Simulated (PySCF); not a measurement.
Vertical excitation energies

Cyclo-(Me2SnS)3, C6H18S3Sn3.
Geometry (PBE0-D3(BJ)/def2-SVP, Å), atoms numbered from 1 in this order:
```xyz
30
C6H18S3Sn3 angstrom
Sn    -1.946    0.439    1.121
C     -1.664    2.535    0.778
C     -3.880   -0.125    1.858
S     -0.363   -0.353    2.777
Sn     1.601   -0.741    1.406
C      1.459   -2.661    0.463
C      3.279   -0.482    2.714
S      1.784    1.032   -0.256
Sn     0.256    0.255   -1.973
C     -0.373    2.024   -3.007
C      1.196   -1.254   -3.179
S     -1.641   -0.838   -0.928
H     -2.302    2.871   -0.052
H     -0.605    2.707    0.541
H     -1.930    3.083    1.693
H     -4.581   -0.218    1.018
H     -4.248    0.634    2.563
H     -3.793   -1.091    2.373
H      2.216   -2.751   -0.329
H      0.451   -2.761    0.036
H      1.621   -3.444    1.218
H      3.372   -1.358    3.372
H      4.198   -0.365    2.123
H      3.118    0.416    3.324
H     -1.130    1.763   -3.759
H     -0.806    2.722   -2.279
H      0.490    2.497   -3.497
H      2.270   -1.266   -2.949
H      1.050   -1.041   -4.247
H      0.757   -2.231   -2.935
```

Computed, not measured: TDDFT CAM-B3LYP/def2-SVPD, vertical, gas phase, core orbitals frozen in the response, def2 core potentials past Kr (PySCF). Spin–orbit coupling is left out.

```json
{"state": "S1", "E (eV)": "5.07", "ν̃ (cm⁻¹)": "40860", "f": "0.012", "|μ| (D)": "0.78", "main configurations (H = HOMO, L = LUMO)": "H→L+1 (79%)"}
{"state": "S2", "E (eV)": "5.10", "ν̃ (cm⁻¹)": "41170", "f": "0.036", "|μ| (D)": "1.36", "main configurations (H = HOMO, L = LUMO)": "H→L (40%), H→L+2 (26%), H-1→L+1 (12%)"}
{"state": "S3", "E (eV)": "5.23", "ν̃ (cm⁻¹)": "42200", "f": "0.079", "|μ| (D)": "2.00", "main configurations (H = HOMO, L = LUMO)": "H→L+2 (28%), H-2→L (22%), H-1→L+1 (18%)"}
{"state": "S4", "E (eV)": "5.26", "ν̃ (cm⁻¹)": "42450", "f": "0.015", "|μ| (D)": "0.88", "main configurations (H = HOMO, L = LUMO)": "H-2→L+1 (47%), H-1→L (25%)"}
{"state": "S5", "E (eV)": "5.31", "ν̃ (cm⁻¹)": "42790", "f": "0.017", "|μ| (D)": "0.93", "main configurations (H = HOMO, L = LUMO)": "H-2→L+2 (34%), H-1→L+1 (24%), H→L (8%)"}
{"state": "S6", "E (eV)": "5.38", "ν̃ (cm⁻¹)": "43400", "f": "0.0014", "|μ| (D)": "0.26", "main configurations (H = HOMO, L = LUMO)": "H-1→L+2 (55%), H-2→L+1 (10%)"}
{"state": "S7", "E (eV)": "5.87", "ν̃ (cm⁻¹)": "47380", "f": "0.055", "|μ| (D)": "1.57", "main configurations (H = HOMO, L = LUMO)": "H-1→L+1 (27%), H-2→L (16%), H→L (14%)"}
{"state": "S8", "E (eV)": "5.93", "ν̃ (cm⁻¹)": "47830", "f": "0.084", "|μ| (D)": "1.93", "main configurations (H = HOMO, L = LUMO)": "H-1→L (37%), H-2→L+1 (18%), H-1→L+2 (9%)"}
{"state": "S9", "E (eV)": "5.99", "ν̃ (cm⁻¹)": "48300", "f": "0.060", "|μ| (D)": "1.62", "main configurations (H = HOMO, L = LUMO)": "H→L+2 (26%), H-2→L (22%), H→L (15%)"}
{"state": "S10", "E (eV)": "6.12", "ν̃ (cm⁻¹)": "49370", "f": "0.015", "|μ| (D)": "0.79", "main configurations (H = HOMO, L = LUMO)": "H→L+3 (28%), H→L+6 (17%), H→L+7 (12%)"}
```

Triplets, Tamm–Dancoff:

```csv
state,E (eV),λ (nm),"main configurations (H = HOMO, L = LUMO)"
T1,4.61,269.2,"H→L (42%), H→L+2 (14%), H→L+5 (12%)"
T2,4.66,266.2,"H→L+1 (56%), H-1→L (18%)"
T3,4.68,264.7,"H-2→L (28%), H→L+2 (27%), H-1→L+1 (18%)"
T4,4.83,256.9,"H-2→L+1 (36%), H→L+1 (20%), H-1→L (14%)"
```

The lowest singlet comes at 245 nm (489 kJ/mol) in the ultraviolet; it is weak; its leading configuration is HOMO→LUMO+1 (79%). The most intense listed level is S8 at 5.93 eV (209 nm, f = 0.084), 0.86 eV above S1. Löwdin shares by element: HOMO sulfur 81% (atoms not listed hold the other 19%); LUMO sulfur 21% or more, tin 21% or more (atoms not listed hold the other 58%). Weighted by f, the mean energy of these states is 5.63 eV. Orbital energies (eV): HOMO-3 -8.99, HOMO-2 -8.17, HOMO-1 -8.17, HOMO -7.91, LUMO 0.06, LUMO+1 0.25, LUMO+2 0.42. No computed singlet lies in the visible range (380 to 750 nm); the lowest, at 245 nm, stands 1.80 eV above its violet end (3.26 eV). Only the lowest 10 singlets were computed, as vertical energies without vibronic structure.

One conformer stands for the species.
